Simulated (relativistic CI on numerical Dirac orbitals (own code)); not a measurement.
**One change at a time: V21+**

Base calculation: Dirac-Coulomb-Breit CI, orbitals from a KLI potential per configuration, model QED, unscaled Slater integrals.

Configuration list: 1s², 1s2s, 1s2p, 1s3s, 1s3p, 1s3d, 1s4s, 1s4p, 1s4d, 1s4f, 1s5s, 1s5p, 1s5d, 1s5f, 1s5g, 1s6s, 1s6p, 1s6d. Levels of other configurations are missing.

The lowest level and the first level of each name with at least 55 % of one term (blank where a level has no safe partner in the second run):

```tsv
Level	Base (eV)	Shift (eV)
1s² ¹S0	0.00	0.00
1s2s ³S1	5152.52	+4.26
1s2p ³P°0	5177.54	+2.74
1s2p ³P°1	5179.04	+3.87
1s2s ¹S0	5179.77	+3.46
1s2p ³P°2	5187.42	+4.17
1s2p ¹P°1	5204.28	+4.24
1s3s ³S1	6102.89	+4.26
1s3p ³P°0	6109.80	+3.85
1s3s ¹S0	6110.18	+4.02
1s3p ³P°1	6110.24	+4.16
1s3p ³P°2	6112.74	+4.24
1s3d ³D2	6116.45	+4.30
1s3d ³D1	6116.49	+4.18
1s3p ¹P°1	6117.38	+4.24
1s3d ³D3	6117.43	+4.29
1s3d ¹D2	6117.67	+4.22
1s4s ³S1	6431.74	+4.26
1s4p ³P°0	6434.59	+4.09
1s4s ¹S0	6434.74	+4.16
1s4p ³P°1	6434.78	+4.22
1s4p ³P°2	6435.83	+4.26
```

At this charge energies of transitions that change n are usually good to better than 1 %, and those within a shell (Δn = 0) to a few per cent.

(1) One thing was changed in a second run, which moved the levels as shown. Which?
A. Breit term removed
B. QED terms removed
C. valence Slater integrals scaled by 0.9
D. configuration mixing switched off

## Answers

(1) A. Breit term removed. The Breit term mainly narrows fine-structure intervals, so removing it widens them.

LS names give the leading component of a level, which can be under half, so a name can repeat, a term be missing and a line seem to break the LS rules.
